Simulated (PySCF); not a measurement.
Bi(F)(TeH)2 (BiFH₂Te₂), SMILES [F][Bi]([TeH])[TeH].

Coordinates come from a PBE-D3(BJ)/def2-SVP optimisation. The structure was generated by enumeration; whether it is a known compound was not checked. The def2 effective core potentials stand for the cores of Bi, Te; spin–orbit coupling is left out.

Level of theory: TDA-CAM-B3LYP/def2-SVPD in PySCF.

Vertical excitations. The molecule is in vacuum.

Problem. Give excitation energies, oscillator strengths and character. (The exact figures need the calculation; the answer reports its results.)

Solution. 
| state | energy (eV) | λ (nm) | f | main pairs |
|---|---|---|---|---|
| S1 | 3.13 | 396 | 0.002 | HOMO→LUMO 85 % |
| S2 | 3.29 | 377 | 0.002 | HOMO−1→LUMO 56 %, HOMO→LUMO+1 37 % |
| S3 | 3.80 | 326 | 0.005 | HOMO→LUMO+1 44 %, HOMO−1→LUMO 34 %, HOMO−1→LUMO+1 13 % |
| S4 | 4.00 | 310 | 0.009 | HOMO−1→LUMO+1 68 %, HOMO→LUMO+1 10 % |
| S5 | 4.17 | 298 | 0.001 | HOMO→LUMO+2 80 % |
| S6 | 4.38 | 283 | 0.010 | HOMO−1→LUMO+2 51 %, HOMO−2→LUMO 29 % |
| S7 | 4.65 | 267 | 0.002 | HOMO−2→LUMO+1 46 %, HOMO−3→LUMO 35 % |
| S8 | 4.70 | 264 | 0.021 | HOMO−2→LUMO 24 %, HOMO−1→LUMO+2 20 %, HOMO−2→LUMO+2 17 %, HOMO−3→LUMO+1 16 % |
| S9 | 4.74 | 262 | 0.017 | HOMO→LUMO+3 43 %, HOMO−1→LUMO+3 9 %, HOMO−2→LUMO+1 9 % |
| S10 | 4.93 | 251 | 0.016 | HOMO−2→LUMO+2 62 %, HOMO−3→LUMO+1 12 % |
| T1 | 2.75 | 451 | 0 | HOMO→LUMO 78 %, HOMO−1→LUMO+1 13 % |
| T2 | 2.87 | 432 | 0 | HOMO−1→LUMO 49 %, HOMO→LUMO+1 40 % |
| T3 | 3.42 | 362 | 0 | HOMO−2→LUMO 61 %, HOMO−1→LUMO+1 14 %, HOMO−3→LUMO+1 11 % |
| T4 | 3.47 | 357 | 0 | HOMO→LUMO+1 30 %, HOMO−1→LUMO 24 %, HOMO−2→LUMO+1 19 %, HOMO−3→LUMO 12 % |
Triplets are in the Tamm–Dancoff approximation.
